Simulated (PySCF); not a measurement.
Isomers of C5H5NO, mass 95.037 u with the commonest isotopes. Level of theory: PBE0/def2-SVPD in PySCF (dipole) on a GFN2-xTB geometry, gas phase. One conformer each, none proved a minimum here; rigid rotors.

Task: Order these by rotational constant A, largest first.
A. `[CH2:1]=[CH:2][c:3]1[cH:4][n:5][o:6][cH:7]1` with C1–C2–C3–C4 0°
B. `N#C[C@@H]1CCC1=O`
C. `[O:1]=[CH:2][c:3]1[cH:4][cH:5][cH:6][nH:7]1` with O1–C2–C3–C4 180° (pyrrole-2-carboxaldehyde)

Result: A (8299 MHz), C (8009 MHz), B (4401 MHz).

Task: Order these by rotational constant B, largest first.
A. `N#C[C@@H]1CCC1=O`
B. `[CH2:1]=[CH:2][c:3]1[cH:4][n:5][o:6][cH:7]1` with C1–C2–C3–C4 0°
C. `[O:1]=[CH:2][c:3]1[cH:4][cH:5][cH:6][nH:7]1` with O1–C2–C3–C4 180° (pyrrole-2-carboxaldehyde)

Result: A (2405 MHz), C (2100 MHz), B (2006 MHz).

Task: Order these by rotational constant C, smallest first.
A. `[O:1]=[CH:2][c:3]1[cH:4][cH:5][cH:6][nH:7]1` with O1–C2–C3–C4 180° (pyrrole-2-carboxaldehyde)
B. `[CH2:1]=[CH:2][c:3]1[cH:4][n:5][o:6][cH:7]1` with C1–C2–C3–C4 0°
C. `N#C[C@@H]1CCC1=O`

Result: B (1616 MHz), A (1663 MHz), C (1750 MHz).

```csv
SMILES,point group,Ia (u·Å²),Ib (u·Å²),Ic (u·Å²),κ,μa (D),μb (D),μc (D)
C=Cc1cnoc1,Cs,60.89,251.87,312.77,-0.88,2.61,1.26,0.00
O=Cc1ccc[nH]1,Cs,63.10,240.71,303.81,-0.86,2.98,0.13,0.00
N#C[C@@H]1CCC1=O,C1,114.82,210.16,288.74,-0.51,3.06,3.84,1.26
```
